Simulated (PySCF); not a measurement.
Compound: C₈H₉PS.
Atom-mapped SMILES: `[CH:1]#[C:2][c:3]1[p:4][cH:5][c:6]([CH:7]([CH3:8])[CH3:9])[s:10]1`

Cartesian coordinates in Å at the GFN2-xTB level; atoms count from 1:
```
atom  x, y, z in Å
C1     4.709    1.060   -0.420
C2     3.661    0.486   -0.270
C3     2.439   -0.168   -0.105
P4     2.270   -1.846    0.258
C5     0.510   -1.752    0.260
C6    -0.087   -0.560    0.010
C7    -1.565   -0.310   -0.027
C8    -1.985    0.223   -1.398
C9    -1.965    0.669    1.080
S10    0.983    0.765   -0.285
H11    5.629    1.545   -0.547
H12   -0.078   -2.635    0.456
H13   -2.069   -1.267    0.149
H14   -1.689   -0.468   -2.185
H15   -1.516    1.186   -1.589
H16   -3.064    0.350   -1.437
H17   -1.665    0.287    2.053
H18   -3.043    0.814    1.082
H19   -1.485    1.632    0.923
```

Definitions: NICS(0) = −σiso at the ring centroid; NICS(1) = −σiso and NICS(1)zz = −σzz at ±1 Å along the ring normal z. Level: GIAO PBE0/pcSseg-1 (PySCF, non-relativistic, gas phase) on the GFN2-xTB geometry, one conformer.

Ring bond lengths (Å), with Mayer bond orders in brackets: C3–P4 1.725 (1.38), P4–C5 1.763 (1.14), C5–C6 1.356 (1.61), C6–S10 1.729 (1.14), S10–C3 1.738 (1.15).

Problem. What do the NICS probes read (ppm)?

Solution. 
| ring | type | NICS(0) | NICS(1), two faces | NICS(1)zz, two faces | rms pucker (Å) | centre to ring atoms, mean (Å) |
| --- | --- | --- | --- | --- | --- | --- |
| C3–P4–C5–C6–S10 | 5-membered ring with P and S; formal bonds all aromatic | -10.6 | -10.4 / -10.3 | -21.4 / -21.3 | 0.00 | 1.41 |

Problem. What do they say, and how far can they be read as aromaticity?

Solution. 
- C3–P4–C5–C6–S10: mean NICS(1)zz -21.4 ppm, shielded.

Problem. How equal are the bonds by HOMA? Use HOMA with the parameters of Krygowski (1993).

Solution. 
- C3–P4–C5–C6–S10: HOMA 0.71; the largest term is that of P4–C5, α(R − Ropt)² = 0.50.

Problem. At the second NICS(1) probe listed for ring C3–P4–C5–C6–S10, 1 Å off the ring, what do the in-plane components average?

Solution. The isotropic value is a third of the trace: (3 × -10.3 − (-21.3))/2 = -4.8 ppm.

Problem. Give the inner angles of the rings and the Hirshfeld charges of the ring atoms.

Solution. 
- C3–P4–C5–C6–S10: C3 117.5° (-0.085 e), P4 92.6° (+0.082 e), C5 119.1° (-0.135 e), C6 115.6° (-0.004 e), S10 95.1° (+0.147 e); sum 540.0° against 540° for a flat convex ring.
